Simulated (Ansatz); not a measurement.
Consider the ligand exchange at the In–C bond: `[SiH3][CH2][InH2]` + H₂S → `[SH][InH2]` + `C[SiH3]`.

Gas-phase electronic energies from Ansatz, PBE0-D4/def2-TZVP geometries. CBS: MP2 limit from def2 TZ/QZ plus the TZ coupled-cluster correction, frozen cores. This one scheme is used for every species. Functionals use def2-TZVPP. B3LYP here is the variant with VWN-RPA as its local correlation; programs differ in this. HSE06 is defined as in plane-wave codes. Elements past krypton have def2 core potentials. For In outer-core shells are correlated without core-valence functions, which leaves a few kJ/mol of doubt a bond.

(1) Is it downhill or uphill in electronic energy at CCSD(T)/CBS, and by how much? (An estimate is asked.)

(2) What do these levels give: B3LYP-D4, HSE06-D4, ωB97M-V, BHLYP, CCSD/def2-SVP, CCSD(T)/def2-TZVPP? (An estimate is asked.)

Largest T1 diagnostic among the species: 0.014.

Answers

(1) The calculation gave: Downhill: ΔE = -109.7 kJ/mol.

(2) Ansatz gave: B3LYP-D4 -117.1, HSE06-D4 -116.6, ωB97M-V -113.4, BHLYP -123.0, CCSD/def2-SVP -113.9, CCSD(T)/def2-TZVPP -107.9 kJ/mol.

In def2-TZVPP, CCSD(T) changes the Hartree–Fock value by +18.5 kJ/mol (the triples alone add +1.1 kJ/mol) and MP2 by +18.0 kJ/mol. The D4 term adds +4.6 kJ/mol with B3LYP and +2.6 kJ/mol with PBE0; it sums over pairs of atoms, weighted by their polarisabilities, and B3LYP, whose exchange is more repulsive, gets the larger term.
